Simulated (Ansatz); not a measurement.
A CCSD(T) single point on ClF2HOTi, SMILES `[OH][Ti]([F])([F])[Cl]`.

```yaml
crystal:
  periodic: [false, false, false]
  atoms:
    - {symbol: O, position_ang: [-0.492285, 0.180497, 1.252007]}
    - {symbol: Ti, position_ang: [-0.016810, -0.022275, -0.428035]}
    - {symbol: F, position_ang: [-1.249939, 0.670302, -1.450435]}
    - {symbol: F, position_ang: [0.170861, -1.722182, -0.776717]}
    - {symbol: Cl, position_ang: [1.906656, 0.969004, -0.772189]}
    - {symbol: H, position_ang: [-0.276382, -0.139246, 2.129268]}
basis:
  gaussian: {orbitals: def2-TZVPP}
correlation: {method: ccsd_t}
output: {orbitals: {seedname: orbitals}}
```

```sh
$ ansatz run in.yaml --threads 4 --pin off --events-out ev --progress --plain --max-ram 10444MiB
```

The program prints (abridged):

```
Functional definition: HF
1404 factors; integrals over basis functions are off by at most 6.4e-4 eV
mean field evaluation 1: about -43057.2409 eV, gradient 6.9e1 eV
mean field evaluation 2: about -43057.3843 eV, gradient 6.9e1 eV
mean field evaluation 4: about -43065.4480 eV, gradient 5.9e0 eV
mean field evaluation 8: about -43065.5548 eV, gradient 5.3e-1 eV
mean field evaluation 16: about -43065.5572 eV, gradient 2.1e-6 eV
mean field -43065.55717274 eV, -1582.6300352151 hartree, gradient 2.1e-6 eV, S^2 0.000000; 0 other end points of the search recorded, 0 dependent functions left out
13 core orbitals not correlated: weight in the atoms' cores, before any rotation towards them, 1.000 or more for the frozen orbitals, at most 0.000 for the correlated occupied ones
reference -43065.55717274 eV, -1582.6300352151 hartree; 20, 20 occupied and 180, 180 virtual orbitals, 1404 factors
second order -37.07040797 eV of doubles, -0.00000000 eV of singles
cycle   1  -35.62988169 eV  change     1.4e0 eV  update   2.6e-1
cycle   2  -36.93029626 eV  change    -1.3e0 eV  update   1.7e-1
cycle   3  -37.22358251 eV  change   -2.9e-1 eV  update   5.2e-2
cycle   4  -37.22206089 eV  change    1.5e-3 eV  update   1.9e-2
cycle   5  -37.19621644 eV  change    2.6e-2 eV  update   5.7e-3
cycle   6  -37.19371920 eV  change    2.5e-3 eV  update   2.3e-3
cycle   7  -37.19539504 eV  change   -1.7e-3 eV  update   1.3e-3
cycle   8  -37.19509649 eV  change    3.0e-4 eV  update   5.3e-4
cycle   9  -37.19507906 eV  change    1.7e-5 eV  update   2.2e-4
cycle  10  -37.19549011 eV  change   -4.1e-4 eV  update   9.8e-5
cycle  11  -37.19532084 eV  change    1.7e-4 eV  update   4.4e-5
cycle  12  -37.19524671 eV  change    7.4e-5 eV  update   2.1e-5
cycle  13  -37.19528967 eV  change   -4.3e-5 eV  update   1.0e-5
perturbative correction -1.75976771 eV, -0.0646702706 hartree
Total energy: -43104.51223013 eV, -1584.0616071694 hartree
```

Run time 76 s (4 threads of an Intel Xeon Platinum 8488C on a shared host); peak host memory 3.4 GiB.

Correlation energy per correlated electron: -0.974 eV. T1 diagnostic: 0.0236.
